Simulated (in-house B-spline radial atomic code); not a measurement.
## Ca⁺: [Ar] 5s1 (an excited or competing configuration)

Method: Dirac-Hartree-Fock, average of configuration, Fermi nucleus of rms radius 3.4776 fm. Calculated with a radial B-spline atomic code at the basis-set limit.

Effective charges: Z_r = [3n² - l(l+1)]/(2<r>) from the radius, Z_e = n√(-2ε) from the energy, and Slater's rules. Values are occupation-weighted means over j.

```json
{"shell": "1s", "electrons": "2", "ε (eV)": "-4096.9", "<r> (bohr)": "0.07677", "Z_r": "19.54", "Z_e": "17.35", "Slater": "19.70"}
{"shell": "2s", "electrons": "2", "ε (eV)": "-472.35", "<r> (bohr)": "0.361", "Z_r": "16.62", "Z_e": "11.78", "Slater": "15.85"}
{"shell": "2p", "electrons": "6", "ε (eV)": "-381.84", "<r> (bohr)": "0.326", "Z_r": "15.34", "Z_e": "10.60", "Slater": "15.85"}
{"shell": "3s", "electrons": "2", "ε (eV)": "-71.908", "<r> (bohr)": "1.154", "Z_r": "11.70", "Z_e": "6.90", "Slater": "8.75"}
{"shell": "3p", "electrons": "6", "ε (eV)": "-46.864", "<r> (bohr)": "1.265", "Z_r": "9.88", "Z_e": "5.57", "Slater": "8.75"}
{"shell": "5s", "electrons": "1", "ε (eV)": "-5.2627", "<r> (bohr)": "7.846", "Z_r": "4.78", "Z_e": "3.11", "Slater": "2.00"}
```

The least bound orbital is 5s1/2 at -5.263 eV, and it is also the most diffuse (<r> = 7.846 bohr).

Spin-orbit splittings of the orbital energies (j = l + 1/2 above j = l - 1/2 when positive): 2p 3.787 eV, 3p 0.4214 eV.

For the 1s electron the small component carries 0.511 % of the norm, the zero-frequency Breit interaction raises the level by 3.603 eV, self-energy by 1.668 eV, and vacuum polarisation lowers it by 0.1232 eV.
